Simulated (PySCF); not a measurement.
silylphosphine anion (H₅PSi), SMILES [SiH3]P (connectivity only; charge and spin as stated), charge -1, multiplicity 2. Atoms are numbered in the order given.

```xyz
7

Si    -1.2911    -0.0726     0.0000
P      1.3705     0.1068     0.0000
H     -1.4138     0.8747     1.1798
H     -1.4138     0.8747    -1.1798
H     -2.7724    -0.6012     0.0000
H      1.5590    -0.8665     1.0341
H      1.5590    -0.8665    -1.0341
```
Charge -1, spin multiplicity 2.

Geometry optimised at TPSSh-D3(BJ)/def2-SVPD. The spin state was assumed, not searched.

Two levels are set side by side: PBE/pcH-1 (PySCF) and PBE0/pcH-1 (PySCF). Contact hyperfine couplings, same geometry. Differences are taken from unrounded values.

```
quantity                           PBE
------------------------------  ------
A(iso) of 29Si, atom Si1 (MHz)  -643.0
A(iso) of 31P, atom P2 (MHz)     149.8
A(iso) of 1H, atom H3 (MHz)      -24.2
A(iso) of 1H, atom H4 (MHz)      -24.2
A(iso) of 1H, atom H5 (MHz)      185.5
A(iso) of 1H, atom H6 (MHz)       -8.7
A(iso) of 1H, atom H7 (MHz)       -8.7
```

Q: These are the PBE values. What does PBE0 give? (The exact figures need the calculation; the answer reports its results.)

A: 
| quantity | PBE0 | PBE minus PBE0 |
|---|---|---|
| A(iso) of 29Si, atom Si1 (MHz) | -672.3 | 29.3 |
| A(iso) of 31P, atom P2 (MHz) | 197.8 | -48.0 |
| A(iso) of 1H, atom H3 (MHz) | -28.4 | 4.2 |
| A(iso) of 1H, atom H4 (MHz) | -28.4 | 4.2 |
| A(iso) of 1H, atom H5 (MHz) | 189.4 | -3.9 |
| A(iso) of 1H, atom H6 (MHz) | -10.3 | 1.6 |
| A(iso) of 1H, atom H7 (MHz) | -10.3 | 1.6 |

Rough cost on one machine, each run with all the roots and properties that it gave: PBE0 against PBE within a factor of 2.
